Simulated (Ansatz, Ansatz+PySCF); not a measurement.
```xyz
7

C     0.0000    0.0170   -0.7455
C     0.0000   -0.0455    0.8537
H     1.0085    0.0159    1.4642
H    -1.0085    0.0159    1.4642
H     0.0000    1.1449   -1.1513
H     0.9627   -0.5030   -1.2132
H    -0.9627   -0.5030   -1.2132
```

Basis set: def2-SVP (spherical functions). Frozen core: 2 orbitals. Correlation on ROHF uses semicanonical orbitals with singles. Charge 0, multiplicity 2.

Computed with Ansatz (development build ahead of 0.2.0); each method stands on the lowest determinant of its kind that the runs found.

The atomization energy at this shape (free ground-state atoms in the same class of orbitals less the molecule, no zero-point energy) of doublet C₂H₅:

| method | atomization energy |
| --- | --- |
| ROHF-MP2 | 561.15 kcal/mol |
| UHF-MP2 | 560.69 kcal/mol |
| UHF | 453.08 kcal/mol |
| ROHF | 454.99 kcal/mol |

Q: What does ROHF-CCSD(T) give?

A: 564.75 kcal/mol. Caution: the shape is not the minimum.
